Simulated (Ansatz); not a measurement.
Reaction: SF2 (SMILES FSF) → SF2+ (parent SMILES FSF, doublet) + e-
Each species at its own B3LYP-D3(BJ)/def2-TZVP minimum (Ansatz, a program for electronic structure).

Total energies in hartree (Ansatz). Open shells are spin-unrestricted; no spin-orbit coupling. Correlated methods leave the cores frozen. No relativity. The spin of F2S+ (parent SMILES FSF, doublet) was assumed, and the state is the lowest solution found for it.

| species | HF/cc-pV(T+d)Z | CCSD(T)/cc-pV(T+d)Z | HF/cc-pV(Q+d)Z | CCSD(T)/cc-pV(Q+d)Z | CCSD(T)/cc-pV(D+d)Z | CCSDT(Q)/cc-pV(D+d)Z |
|---|---|---|---|---|---|---|
| 1: SF2 (fluoro thiohypofluorite, SMILES S(F)F) | -596.44189 | -597.15428 | -596.46575 | -597.24113 | -596.87419 | -596.87635 |
| 2: SF2+ (parent SMILES FSF, doublet) | -596.11121 | -596.79390 | -596.13501 | -596.87499 | -596.51570 | -596.51815 |

Question: Work out the adiabatic ionisation energy (electronic) in eV: take Hartree-Fock from cc-pV(Q+d)Z, extrapolate the CCSD(T) correlation energy as X^-3 (X = 3, 4), and add CCSDT(Q) - CCSD(T) in cc-pV(D+d)Z. 1 hartree = 27.211 eV.

Answer: 
Species 1: correlation (64·(-0.77538) - 27·(-0.71239))/37 = -0.82135; step -0.00216; E1 = -596.46575 + (-0.82135) + (-0.00216) = -597.28926
Species 2: correlation (64·(-0.73998) - 27·(-0.68269))/37 = -0.78179; step -0.00245; E2 = -596.13501 + (-0.78179) + (-0.00245) = -596.91925
-1·E1 +1·E2 = 0.37001 hartree = 10.07 eV.
